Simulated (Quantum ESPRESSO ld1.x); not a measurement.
Se XVII, configuration [Ar] (the NIST ground configuration). Method: scalar-relativistic Kohn-Sham, LDA (Slater exchange, Perdew-Zunger correlation), spin-polarised, spherical densities, point nucleus; computed with ld1.x of Quantum ESPRESSO 7.5.

X-ray form factor f0, the Fourier transform of the density (f0(0) = 18):

sin(theta)/lambda (1/angstrom)  f0 (electrons)
0.05                                    17.951
0.1                                     17.806
0.15                                    17.568
0.2                                     17.244
0.25                                    16.842
0.3                                     16.371
0.4                                     15.272
0.5                                     14.043
0.6                                     12.778
0.8                                     10.436
1                                        8.615
1.25                                     7.116
1.5                                      6.198
2                                        4.948
